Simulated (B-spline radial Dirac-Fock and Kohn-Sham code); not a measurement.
## Satellites and hypersatellites of the K lines of Ga²⁺

System: the Ga²⁺ ion, configuration [Ar] 3d10 4s1, inside a Watson sphere of charge -2 and radius 1.8 Å (a model of the Madelung potential; inside it an electron's potential energy is raised by 16.0 eV).

Input file task.json (cfg lists n, l and occupation; rrms is the nuclear radius in fm):

```json
{"items": [{
  "Z": 31,
  "q": 2,
  "cfg": [[1, 0, 2], [2, 0, 2], [2, 1, 6], [3, 0, 2], [3, 1, 6], [3, 2, 10], [4, 0, 1]],
  "A": 69,
  "rrms": 3.9973,
  "watson": [-2, 1.8],
  "do": ["binding", "quiet", "double"]
}]}
```

Command: `python xray_run.py task.json out`

Model: Dirac-Fock (average of configuration) total-energy differences with a finite nucleus, the Breit interaction including its frequency dependence, and self-energy and vacuum-polarisation corrections. Program: an atomic code on a B-spline grid. Each two-hole energy is an average over J within one jj subconfiguration, not an observable level; in light atoms, where LS coupling holds, the j-resolved values are not observed lines, and for a K spectator the Kα1 hypersatellite is nearly forbidden. The model has no electron correlation.

Lines without a spectator: Kα2 (K-L2) 9224.1 eV, Kα1 (K-L3) 9251.2 eV, Kβ3 (K-M2) 10258.6 eV, Kβ1 (K-M3) 10262.2 eV. Shifts in eV with one spectator hole (a dash: not computed, or left out as unreliable):

```tsv
spectator hole	Kα2	Kα1	Kβ3	Kβ1
L2 (2p1/2)	+32.1	+39.4	–	+85.7
L3 (2p3/2)	+35.7	+34.4	+81.7	–
M2 (3p1/2)	–	+3.05	+5.99	+7.94
M3 (3p3/2)	+2.69	–	+7.33	+6.83
M4 (3d3/2)	-0.10	-1.10	–	–
M5 (3d5/2)	-1.20	-0.55	–	–
```

Q: Where does the K-L3 hypersatellite lie, emitted when both K electrons are missing?

A: +334.6 eV from the normal line, at 9585.8 eV. Removing both K electrons costs 21211.2 eV, which is 445.8 eV more than twice the K binding energy.

With n spectator holes in 2p, averaged over the 2p shell (energies in eV):

```csv
n,KαLⁿ,step,hypersatellite KαʰLⁿ
0,9242.1,–,9575.5
1,9278.0,+35.9,9612.6
2,9315.0,+36.9,9650.7
3,9353.0,+38.0,9689.9
4,9392.0,+39.0,9730.2
5,9432.1,+40.1,9771.5
```
